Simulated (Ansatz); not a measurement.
CH$_{3}$GaOS, 7 atoms. Total charge 0; spin multiplicity 1. Correlated methods include outer-core shells of Ga, which these sets cover unevenly. Scalar relativity is left out up to krypton. The bonds changed during the relaxation, so this is another structure than the one it started from. All runs use 2 threads of an Arm Neoverse V1 on a shared host. Correlated methods freeze the cores.

**Question.** How many basis functions does each run have, and how long does it take in Ansatz? RKS B2PLYP (frozen core)/def2-TZVPP energy; RKS ωB97M-V/def2-SVP energy; RKS ωB97M-V/def2-QZVPP energy; RKS ωB97M-V/def2-TZVPP energy and forces; RKS PBE0-D4/def2-QZVPP energy; RHF-CCSD(T)/def2-TZVPP energy; RKS r2SCAN-D4/def2-TZVPP energy and forces; RKS PBE0-D4/def2-TZVP frequencies; RKS PBE0-D4/def2-TZVP relaxation (84 steps); RHF-CCSD(T)/def2-SVP energy; direct RPA on PBE orbitals/def2-TZVPP energy; RKS PBE0-D4/def2-SVP energy. (Best estimate.)

**Answer.** Ansatz gave: Other jobs shared the machine, so times are rough.

| level | job | functions | wall time | peak host memory (GiB) |
| --- | --- | --- | --- | --- |
| RKS PBE0-D4/def2-SVP | energy | 93 | 1.8 s | 0.38 |
| RHF-CCSD(T)/def2-SVP | energy | 93 | 6 s | 0.38 |
| RKS r2SCAN-D4/def2-TZVPP | energy and forces | 194 | 7.5 s | 0.24 |
| RKS B2PLYP (frozen core)/def2-TZVPP | energy | 194 | 7.5 s | 0.41 |
| RKS ωB97M-V/def2-SVP | energy | 93 | 8 s | 0.38 |
| direct RPA on PBE orbitals/def2-TZVPP | energy | 194 | 9 s | 0.38 |
| RKS PBE0-D4/def2-QZVPP | energy | 363 | 13 s | 1.1 |
| RKS ωB97M-V/def2-TZVPP | energy and forces | 194 | 15 s | 0.6 |
| RKS ωB97M-V/def2-QZVPP | energy | 363 | 27 s | 1.2 |
| RHF-CCSD(T)/def2-TZVPP | energy | 194 | 120 s | 2.1 |
| RKS PBE0-D4/def2-TZVP | frequencies | 165 | 2.4 min | 0.4 |
| RKS PBE0-D4/def2-TZVP | relaxation (84 steps) | 165 | 6.6 min | 0.41 |
